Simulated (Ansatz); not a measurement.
**Question.** Name a neutral molecule of B, C, Se and H with HOMO energy (ωB97M-V/def2-TZVPP) between -8.95 and -8.65 eV and size of the dipole moment (PBE/def2-TZVPP) between 1.30 and 1.60 D (Ansatz, PBE0-D4/def2-TZVP geometry).

**Answer.** `BC(C)[SeH]` (-8.76 eV, 1.58 D). Other molecules can fit too; these were computed, each in one conformer that needn't be the lowest.
